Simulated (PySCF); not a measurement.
**Working out the excitation energy of N⁺**

N⁺ [He] 2s2 2p2 (3P) → N⁺ [He] 2s1 2p3 (5S). All numbers are calculated (PySCF 2.14, the spin-free X2C one-electron Hamiltonian (Gaussian nucleus), in ANO-RCC-VTZP). Frozen: 1s2. Energies in hartree (1 hartree = 27.21139 eV):

| part | N⁺ (lower) | N⁺ (upper) |
| --- | --- | --- |
| UHF | -53.922967 | -53.775425 |
| CCSD correlation | -0.093056 | -0.033349 |
| (T) | -0.001627 | -0.000170 |

Question: What does Hartree-Fock give?

Answer: (-53.775425) − (-53.922967) = 0.147542 hartree = 4.015 eV.

Question: What do CCSD and CCSD(T) give?

Answer: The CCSD correlation energies differ by 0.059707 hartree = 1.625 eV and the triples by 0.001457 hartree = 0.040 eV, so CCSD gives 5.640 eV and CCSD(T) 5.680 eV.

Measured between the centres of the two terms (NIST): 5.790 eV, so CCSD(T) (valence) is off by -0.110 eV.

What remains against the reference includes basis incompleteness, the frozen core and higher excitations.
